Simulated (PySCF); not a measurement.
Species: C3H12BN.
Atom-mapped SMILES: `[BH3-:1][NH2+:2][CH2:3][CH2:4][CH3:5]` (hydrogens: H6, H7, H8 on B1; H9, H10 on N2; H11, H12 on C3; H13, H14 on C4; H15, H16, H17 on C5)

All values: PBE0/def2-SVPD (PySCF, non-relativistic), on one gas-phase PBE0-D3(BJ)/def2-SVP geometry that isn't relaxed in the solvent. The solvent is an IEF-PCM continuum (van der Waals radii × 1.2). Only the electrostatic response of the medium enters.

Gas phase at PBE0/def2-SVPD: HOMO -7.60 eV, LUMO 0.00 eV, dipole 5.86 D.

What does the continuum do to the energy, the frontier levels and the dipole at PBE0/def2-SVPD in methanol and acetonitrile?

```tsv
solvent	ε	E(solvent) − E(gas) (kcal/mol)	polarisation term (kcal/mol)	distortion of the solute (kcal/mol)	HOMO (eV)	LUMO (eV)	dipole (D)
methanol	32.61	-11.40	-13.61	2.21	-8.13	0.59	7.07
acetonitrile	35.69	-11.46	-13.68	2.22	-8.13	0.59	7.07
```

The first energy column is the sum of the next two and covers electrostatics alone. The atom shares or the degeneracy of the HOMO differ from the gas phase in methanol and acetonitrile, so that column needn't follow one orbital. From methanol to acetonitrile the lowering changes by a factor 1.00, Onsager's factor (ε − 1)/(2ε + 1) by 1.00 and ε itself by 1.1.

Which radius a makes the point-dipole formula ΔE = −[(ε − 1)/(2ε + 1)]·μ²/a³ give the value in acetonitrile, with the gas-phase dipole?

μ = 2.304 au and |ΔE| = 0.01825 Eh give a = 2.74 Å; the farthest nucleus lies 3.27 Å from the centroid of the nuclei, so such a sphere wouldn't even hold the nuclei. The formula assumes a rigid point dipole at the centre of a sphere.

How does the static polarisability (PBE0/def2-SVPD, frozen core, with the continuum's full static response) change?

```tsv
medium	isotropic (au)	principal values (au)	⟨r²⟩ of the electrons (bohr²)
gas	67.1	61.2, 64.1, 76.2	650.8
methanol	88.9	85.7, 88.0, 93.1	654.0
acetonitrile	89.0	85.8, 88.2, 93.1	654.0
```

The isotropic value in acetonitrile is 1.33 times the gas-phase one; no cavity-field correction is applied. ⟨r²⟩ is taken about the centre of nuclear charge.

Shape of the structure used: `[BH3-:1][NH2+:2][CH2:3][CH2:4][CH3:5]`: B1–N2–C3–C4 178°, N2–C3–C4–C5 63°.
